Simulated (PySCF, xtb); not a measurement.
thiadiazoloquinoxaline (C8H4N4S), SMILES c1cnc2cc3nsnc3cc2n1.

GFN2-xTB run with xtb at its own geometry gives an orbital gap of 0.86 eV and a dipole moment of 0.01 D.

Geometry optimised at PBE0-D3(BJ)/def2-SVP.

### Question
What does PBE/def2-SVP (PySCF) give? (Estimate from the structure and the level; the computed values follow.)

### Answer
gap 1.92 eV (levels -5.76 and -3.85 eV), dipole 0.79 D.
